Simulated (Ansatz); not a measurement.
`S[CH2][SbH2]` + `C=N` → `C=[N][SbH2]` + CH₃SH at 600 K and 1 bar (ligand exchange at the Sb–C bond).

Program: Ansatz. Geometries: PBE0-D4/def2-TZVP. ΔE: electronic, gas phase. CCSD(T)/CBS adds triple-zeta CCSD(T) − MP2 to the extrapolated MP2 energy (def2 sets, frozen cores). This one scheme is used for every species. def2 core potentials past Kr. For Sb outer-core shells are correlated without core-valence functions, which leaves a few kJ/mol of doubt a bond. One conformer a species, not always the lowest.

```tsv
species	CCSD(T)/CBS energy (Eh)	H − E (kJ/mol)	S (J/(mol·K))
`S[CH2][SbH2]`	-678.82327	180.2	404.1
`C=N`	-94.52360	129.6	259.4
`C=[N][SbH2]`	-335.12055	155.4	360.5
CH₃SH	-438.22835	152.3	296.8
```

H − E and S are ideal-gas, rigid-rotor, harmonic terms from PBE0-D4/def2-TZVP, for one conformer and one mirror image of each species. 1 Eh = 2625.50 kJ/mol, R = 8.31446 J/(mol·K).

**Question.** By hand: ΔE, ΔH, ΔS and ΔG.

**Answer.** ΔE = (-335.12055) + (-438.22835) − (-678.82327) − (-94.52360) = -0.00203 Eh = -5.3 kJ/mol. Δ(H − E) = 155.4 + 152.3 − 180.2 − 129.6 = -2.1, so ΔH = -7.4 kJ/mol. ΔS = 360.5 + 296.8 − 404.1 − 259.4 = -6.2 J/(mol·K). ΔG = -7.4 − 600 × (-6.2)/1000 = -3.7 kJ/mol.

**Question.** By hand: the equilibrium constant, and the temperature at which ΔG would vanish if ΔH and ΔS stayed fixed.

**Answer.** log₁₀ K = −ΔG/(RT ln 10) = 0.3. ΔG = 0 at ΔH/ΔS = 1194 K, though so small a ΔH makes that figure unsure.

TΔS isn't small against ΔH here. The sign of ΔG lies within the doubt. A doubt of 5 kJ/mol in ΔE shifts log₁₀ K by 0.4 here. Other conformers and mirror images would add mixing entropy, several J/(mol·K) or more a flexible species. These are equilibria of isolated gas molecules and say nothing of rates. Largest T1 diagnostic: 0.015 (customary marks: 0.02 for closed shells, 0.045 for open ones).
